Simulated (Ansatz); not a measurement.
Cost and result up the ladder for the cluster Zn6O7 (13 atoms). Total charge 0; singlet. Geometry: r2SCAN-D4/def2-SVP.

```xyz
13

Zn    1.3849    1.5225    0.3833
Zn   -0.5068   -0.1233    1.6918
Zn    0.0291    0.0789   -1.7694
Zn   -1.2399    1.8553    0.0540
Zn   -0.8062   -2.0457   -0.3835
Zn    1.6860   -1.2359    0.1110
O     0.1079   -1.8238    1.2679
O     2.6841    0.2499    0.4370
O    -0.1309    1.7131    1.6463
O    -1.9015   -0.5536   -0.9720
O    -2.1750    0.1729    0.3109
O     0.1682    1.8490   -1.2232
O     0.7001   -1.6591   -1.5540
```

Ansatz on 6 threads of Arm Neoverse V1 on a shared host. Times are rough, and most runs start from the orbitals of an earlier one. PBE0-D4/def2-SVP serves as the yardstick here, not as an exact answer. Differences are given only for rows in sets of like size (and for xTB, whose basis is part of the method), since another set adds its own error. Binding counts from free atoms at the same level (Zn singlet, O triplet; other spins of the atoms weren't run), without zero-point energy or a counterpoise term.

Correlated methods freeze 61 core orbitals. The structure holds 1 bond(s) between oxygen atoms. The structure comes from a short search, and lower isomers may exist.

Correlated methods converge slowly with the basis, most of all in double-zeta sets.

```tsv
level	functions	wall time	binding energy per atom (eV)	difference from PBE0-D4/def2-SVP (eV)
PBE-D4/def2-SVP (with forces)	284	8.5 s	3.14	0.25
r2SCAN-D4/def2-SVP	284	18 s	3.14	0.25
PBE0-D4/def2-SVP	284	20 s	2.90	0.00
MP2/def2-SVP	284	22 s	2.88	-0.02
HF/STO-3G	143	39 s	2.13	–
```
